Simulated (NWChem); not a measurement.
System: C2H5NOSi; SMILES N#CC[SiH2]O

Parts of the log:

```
             Northwest Computational Chemistry Package (NWChem) 7.3.0
             --------------------------------------------------------

 CS  symmetry detected

                             Geometry "geometry" -> ""
                             -------------------------

 Output coordinates in angstroms (scale by  1.889725989 to convert to a.u.)

  No.       Tag          Charge          X              Y              Z
 ---- ---------------- ---------- -------------- -------------- --------------
    1 N                    7.0000     0.29934657     2.86811230     0.00000000
    2 C                    6.0000    -0.21994780     1.82864221     0.00000000
    3 C                    6.0000    -0.81655522     0.50037875     0.00000000
    4 Si                  14.0000     0.51191993    -0.86241149     0.00000000
    5 O                    8.0000    -0.37141386    -2.27312342     0.00000000
    6 H                    1.0000    -1.45578154     0.37783741     0.88286000
    7 H                    1.0000    -1.45578154     0.37783741    -0.88286000
    8 H                    1.0000     1.36260788    -0.71935947    -1.21139000
    9 H                    1.0000     1.36260788    -0.71935947     1.21139000
   10 H                    1.0000     0.11437139    -3.10911951     0.00000000

 Effective nuclear repulsion energy (a.u.)     201.2029551138

      Symmetry information
      --------------------

 Group name             Cs
 Group number              2
 Group order               2
 No. of unique centers     8

  xc_inp: hfexch multiplicative factor not found.

                                 NWChem DFT Module
                                 -----------------

 Summary of "ao basis" -> "ao basis" (spherical)
 ------------------------------------------------------------------------------
       Tag                 Description            Shells   Functions and Types
 ---------------- ------------------------------  ------  ---------------------
 N                         def2-tzvp                11       31   5s3p2d1f
 C                         def2-tzvp                11       31   5s3p2d1f
 Si                        def2-tzvp                13       37   5s5p2d1f
 O                         def2-tzvp                11       31   5s3p2d1f
 H                         def2-tzvp                 4        6   3s1p

      Symmetry analysis of basis
      --------------------------

        a'        126
        a"         65

            General Information
            -------------------
          SCF calculation type: DFT
          Wavefunction type:  closed shell.
          No. of atoms     :    10
          No. of electrons :    46
           Alpha electrons :    23
            Beta electrons :    23
          Charge           :     0
          Spin multiplicity:     1
          Use of symmetry is: on ; symmetry adaption is: on
          Maximum number of iterations: 150
          AO basis - number of functions:   191
                     number of shells:    77
          Convergence on energy requested:  1.00D-06
          Convergence on density requested:  1.00D-05
          Convergence on gradient requested:  5.00D-04

              XC Information
              --------------
                     Hartree-Fock (Exact) Exchange  1.000

      Superposition of Atomic Density Guess
      -------------------------------------

 Sum of atomic energies:        -495.77297197

      Non-variational initial energy
      ------------------------------

 Total energy =    -497.939817
 1-e energy   =   -1080.147630
 2-e energy   =     381.004858
 HOMO         =      -0.367922
 LUMO         =       0.013734

      Symmetry analysis of molecular orbitals - initial
      -------------------------------------------------

  Numbering of irreducible representations:

     1 a'          2 a"

  Orbital symmetries:

     1 a'          2 a'          3 a'          4 a'          5 a'
     6 a'          7 a'          8 a"          9 a'         10 a'
    11 a'         12 a'         13 a'         14 a'         15 a'
    16 a"         17 a'         18 a"         19 a'         20 a'
    21 a"         22 a"         23 a'         24 a'         25 a"
    26 a'         27 a'         28 a'         29 a'         30 a"
    31 a'         32 a"         33 a'

------------------------------------------------------------
EAF file 0: "./job.aoints.0" size=322961408 bytes
------------------------------------------------------------
               write      read    awrite     aread      wait
               -----      ----    ------     -----      ----
     calls:      616         0         0         0         0
   data(b): 3.23e+08  0.00e+00  0.00e+00  0.00e+00
   time(s): 0.00e+00  0.00e+00  0.00e+00  0.00e+00  0.00e+00
rate(mb/s): 0.00e+00  0.00e+00
------------------------------------------------------------

     ---------------------------------------------
      Total Density - Mulliken Population Analysis
     ---------------------------------------------

    Atom       Charge   Shell Charges
 -----------   ------   -------------------------------------------------------
    1 N    7     7.72   0.82  1.15  0.63  0.93  0.26  1.52  1.65  0.71  0.01  0.03  0.00
    2 C    6     5.54   0.86  1.12  0.59  0.51  0.09  1.02  0.99  0.25  0.03  0.05  0.02
    3 C    6     6.42   0.86  1.12  0.54  0.66  0.07  1.23  1.45  0.44  0.01  0.03  0.00
    4 Si  14    13.22   2.00  0.59  1.39  0.83  0.43  4.11  1.73  0.49  1.04  0.29  0.14  0.14  0.04
    5 O    8     8.85   0.79  1.18  0.59  0.95  0.25  2.02  2.21  0.85  0.00  0.01  0.00
    6 H    1     0.79   0.23  0.42  0.12  0.02
    7 H    1     0.79   0.23  0.42  0.12  0.02
    8 H    1     1.06   0.23  0.55  0.28  0.01
    9 H    1     1.06   0.23  0.55  0.28  0.01
   10 H    1     0.54   0.19  0.25  0.06  0.04

   convergence    iter        energy       DeltaE   RMS-Dens  Diis-err
 ---------------- ----- ----------------- --------- --------- ---------
 d= 0,ls=0.0,diis     1   -496.9056201481 -6.98D+02  4.17D-03  9.37D-01
 d= 0,ls=0.0,diis     2   -496.9730708840 -6.75D-02  2.15D-03  6.06D-01
 d= 0,ls=0.0,diis     3   -497.0318929883 -5.88D-02  5.09D-04  1.25D-02
 d= 0,ls=0.0,diis     4   -497.0342161245 -2.32D-03  2.16D-04  3.18D-03
 d= 0,ls=0.0,diis     5   -497.0345806739 -3.65D-04  7.91D-05  1.30D-04
  Resetting Diis
 d= 0,ls=0.0,diis     6   -497.0346108063 -3.01D-05  3.22D-05  1.55D-05
 d= 0,ls=0.0,diis     7   -497.0346137998 -2.99D-06  5.36D-06  1.20D-06
 d= 0,ls=0.0,diis     8   -497.0346139674 -1.68D-07  1.61D-06  3.67D-07

         Total DFT energy =     -497.034613967375
      One electron energy =    -1083.595715451363
           Coulomb energy =      432.763330641853
    Exchange-Corr. energy =      -47.405184271674
 Nuclear repulsion energy =      201.202955113810

 Numeric. integr. density =        0.000000000000

                  Occupations of the irreducible representations
                  ----------------------------------------------

                     irrep           alpha         beta
                     --------     --------     --------
                     a'               18.0         18.0
                     a"                5.0          5.0

                       DFT Final Molecular Orbital Analysis
                       ------------------------------------

 Vector   21  Occ=2.000000D+00  E=-4.760476D-01  Symmetry=a"
              MO Center=  7.9D-01, -1.0D+00, -2.0D-14, r^2= 2.8D+00
   Bfn.  Coefficient  Atom+Function         Bfn.  Coefficient  Atom+Function
  ----- ------------  ---------------      ----- ------------  ---------------
   110      0.248142   4 Si pz              138     -0.236175   5 O  pz
   141     -0.216502   5 O  pz              175     -0.206714   8 H  s
   181      0.206714   9 H  s               144     -0.164607   5 O  pz
   176     -0.151281   8 H  s               182      0.151281   9 H  s
   174     -0.123613   8 H  s               180      0.123613   9 H  s

 Vector   22  Occ=2.000000D+00  E=-4.569061D-01  Symmetry=a"
              MO Center= -5.4D-02,  2.2D+00, -6.0D-15, r^2= 1.9D+00
   Bfn.  Coefficient  Atom+Function         Bfn.  Coefficient  Atom+Function
  ----- ------------  ---------------      ----- ------------  ---------------
     8      0.300030   1 N  pz               11      0.271686   1 N  pz
    39      0.254712   2 C  pz               42      0.237402   2 C  pz
    14      0.147022   1 N  pz               45      0.138650   2 C  pz
    70     -0.104853   3 C  pz               73     -0.094806   3 C  pz
   163     -0.092283   6 H  s               169      0.092283   7 H  s

 Vector   23  Occ=2.000000D+00  E=-4.354865D-01  Symmetry=a'
              MO Center= -2.8D-02,  1.5D+00,  7.2D-16, r^2= 3.1D+00
   Bfn.  Coefficient  Atom+Function         Bfn.  Coefficient  Atom+Function
  ----- ------------  ---------------      ----- ------------  ---------------
     6      0.244206   1 N  px                9      0.220241   1 N  px
    37      0.170999   2 C  px               71     -0.161136   3 C  px
    68     -0.160061   3 C  px               40      0.155735   2 C  px
   108      0.133239   4 Si px               12      0.124171   1 N  px
     7     -0.113754   1 N  py               74     -0.112649   3 C  px

 Vector   24  Occ=0.000000D+00  E= 9.622182D-02  Symmetry=a'
              MO Center=  8.8D-01, -1.9D+00,  2.1D-16, r^2= 6.1D+00
   Bfn.  Coefficient  Atom+Function         Bfn.  Coefficient  Atom+Function
  ----- ------------  ---------------      ----- ------------  ---------------
    67      2.159883   3 C  s               112     -1.526624   4 Si py
    98     -1.431439   4 Si s               135     -0.867829   5 O  s
   111      0.704394   4 Si px               75     -0.622584   3 C  py
   188      0.601967  10 H  s                74      0.502378   3 C  px
     5      0.491047   1 N  s               109     -0.342599   4 Si py

[...]
```

Level: Hartree-Fock/def2-TZVP. Structure relaxed at the B3LYP/6-31G* (spherical d) level.

### Question
Write an input that gives this output.

### Answer
This is not unique; one that fits is the input that was run:
```
start job
memory heap 200 mb stack 900 mb global 1100 mb
geometry units angstroms noautoz
  N      0.352014     2.853650     0.000000
  C     -0.189526     1.825594     0.000000
  C     -0.814575     0.510475     0.000000
  Si     0.484270    -0.880584     0.000000
  O     -0.429213    -2.271963     0.000000
  H     -1.456290     0.401716     0.882860
  H     -1.456290     0.401716    -0.882860
  H      1.337839    -0.755869    -1.211390
  H      1.337839    -0.755869     1.211390
  H      0.038472    -3.118218     0.000000
end
basis spherical
  * library def2-tzvp
end
dft
  xc hfexch
  iterations 150
  semidirect filesize 400000000
  mulliken
end
task dft energy
```
